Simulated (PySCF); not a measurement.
Species: C4H8FNSi2.
Structure used (PBE0-D3(BJ)/def2-SVP), in Å, numbered top down from 1:
```
atom  x, y, z in Å
C1    -2.0450    0.0701    0.5124
C2    -0.7174    0.6257   -0.0125
Si3    0.0507   -0.2892   -1.5156
C4     1.1413   -1.2757   -0.2740
F5     2.3961   -1.7130   -0.5865
Si6    0.8335    0.1360    0.9719
C7     2.1407    1.4374    0.7481
N8     2.9412    2.2626    0.5937
H9    -2.8634    0.2522   -0.2015
H10   -2.0101   -1.0183    0.6839
H11   -2.3310    0.5373    1.4680
H12   -0.7805    1.7140   -0.1696
H13    0.8718    0.6181   -2.3658
H14   -0.8989   -1.0862   -2.3506
H15    0.5233   -2.1315    0.0730
H16    0.7271   -0.1449    2.4325
```

Computed with PySCF at wB97X-D/def2-SVPD, non-relativistic, on one gas-phase PBE0-D3(BJ)/def2-SVP geometry that isn't relaxed in the solvent. The solvent is an IEF-PCM continuum (Bondi radii, 1.10 Å for H, scaled by 1.2). The model holds no explicit solvent molecules, cavitation or dispersion.

Gas phase at wB97X-D/def2-SVPD: HOMO -10.05 eV, LUMO 0.65 eV, dipole 5.10 D.

Question: What does the continuum do to the energy, the frontier levels and the dipole at wB97X-D/def2-SVPD in chloroform and dimethylsulfoxide?

Answer: 
```tsv
solvent	ε	E(solvent) − E(gas) (kJ/mol)	polarisation term (kJ/mol)	distortion of the solute (kJ/mol)	HOMO (eV)	LUMO (eV)	dipole (D)
chloroform	4.711	-21.05	-24.69	3.64	-9.85	0.75	6.24
dimethylsulfoxide	46.83	-29.49	-36.85	7.36	-9.76	0.75	6.73
```

Polarisation term: ½ Σ q·V over the induced surface charges. Distortion: the rise of the solute's own energy as its density leaves the gas-phase optimum. The atom shares or the degeneracy of the HOMO differ from the gas phase in chloroform and dimethylsulfoxide, so that column needn't follow one orbital. From chloroform to dimethylsulfoxide the lowering changes by a factor 1.40, Onsager's factor (ε − 1)/(2ε + 1) by 1.36 and ε itself by 9.9.

Question: Which radius a makes the point-dipole formula ΔE = −[(ε − 1)/(2ε + 1)]·μ²/a³ give the value in dimethylsulfoxide, with the gas-phase dipole?

Answer: μ = 2.007 au and |ΔE| = 0.01123 Eh give a = 2.95 Å; the farthest nucleus lies 3.76 Å from the centroid of the nuclei, so such a sphere wouldn't even hold the nuclei. The formula assumes a rigid point dipole at the centre of a sphere.

Question: Give the dipole vector in the frame of the coordinates (D, pointing from negative to positive charge), gas and dimethylsulfoxide.

Answer: Gas (-4.74, -1.83, 0.45), solvent (-6.19, -2.53, 0.78). Its length changes by +32 % and its direction by 2°.

Question: How does the static polarisability (wB97X-D/def2-SVPD, frozen core, with the continuum's full static response) change?

Answer: 
```
           medium  isotropic (au)  principal values (au)  ⟨r²⟩ of the electrons (bohr²)
              gas           100.2      87.7, 99.1, 113.9                         1386.7
       chloroform           124.8    109.1, 124.2, 141.2                         1388.0
dimethylsulfoxide           137.2    120.4, 137.3, 154.0                         1388.6
```

The isotropic value in dimethylsulfoxide is 1.37 times the gas-phase one; no cavity-field correction is applied. ⟨r²⟩ is taken about the centre of nuclear charge.

The pairwise dispersion term of wB97X-D wasn't added to the energies; at a given geometry it leaves orbitals and properties as they are.
